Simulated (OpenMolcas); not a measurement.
## Cu3+, Ag3+, Au3+: d8 down the group

* Program: OpenMolcas 26.06
* Method: SS-CASPT2, IPEA 0.25 Eh, imaginary shift 0.1 Eh
* Basis: ANO-RCC-VQZP
* Scalar Hamiltonian: DKH2, point nucleus
* Spin-orbit coupling: RASSI with atomic mean-field integrals over the reference wave functions, term energies averaged over their components

Active space for each ion: 8 electrons in 10 orbitals (d d); closed shells correlated by CASPT2: Cu3+ 3s 3p; Ag3+ 4s 4p; Au3+ 5s 5p.

Computed levels in cm-1 above 3F4:

```csv
Level,Cu3+,Ag3+,Au3+
3F3,1832,4070,12420
3P2,19730,12110,18790
3P1,20120,16430,22670
3P0,20450,16620,18950
1G4,27100,21130,26380
1S0,61500,48210,56290
weight of 3F in the lowest level (%),100,99,95
```

Mixed levels, with the weight of the term that names them: Ag3+ 3P2 (53 %), Au3+ 3P2 (51 %).

Measured, with the error of the calculation in %. Measured levels: Cu3+ from Sugar and Musgrove, J. Phys. Chem. Ref. Data 19, 527 (1990); Ag3+ from the list in Gamrath, thesis, University of Mons (2023); Au3+ from Zainab et al., Astrophys. J. Suppl. Ser. 267, 12 (2023).

| Level | Cu3+ | Ag3+ | Au3+ |
| --- | --- | --- | --- |
| 3F3 | 1861 (-1.6) | 4172 (-2.5) | 12294 (+1.0) |
| 3P2 | 19697 (+0.2) |  |  |
| 3P1 | 20097 (+0.1) | 15900 (+3.3) | 21490 (+5.5) |
| 3P0 | 20423 (+0.1) | 16092 (+3.3) | 18185 (+4.2) |
| 1G4 | 26913 (+0.7) | 20570 (+2.7) | 25702 (+2.7) |
| 1S0 | 61456 (+0.1) | 47139 (+2.3) | 55278 (+1.8) |

The fine-structure level 3F3 changes by a factor of 6.78 from Cu3+ to Au3+.

Without spin-orbit coupling 3P lies 18280, 12350, 10200 cm-1 above 3F in that order; the difference to the level 3P2, of either sign, comes from spin-orbit coupling, which also lowers the zero.

CASPT2 does not keep the components of a term degenerate, so their means are used; among the terms shown or strongly mixed into the levels shown the widest spread is 680 cm-1 (5d8 1G, Au3+). Active for correlation alone: 4d; no level in the range computed is led by a configuration that fills it, so any true level of that kind is missing (holds for Cu3+). Active for correlation alone: 5d; no level in the range computed is led by a configuration that fills it, so any true level of that kind is missing (holds for Ag3+). Active for correlation alone: 6d; no level in the range computed is led by a configuration that fills it, so any true level of that kind is missing (holds for Au3+). Measured partners are found by configuration, term and J. A level has none where our copy of the source lacks it or the pairing is in doubt (some pairs that miss far off the trend of their configuration count as doubtful), and it then counts in no deviation. Only configurations of the active space appear.
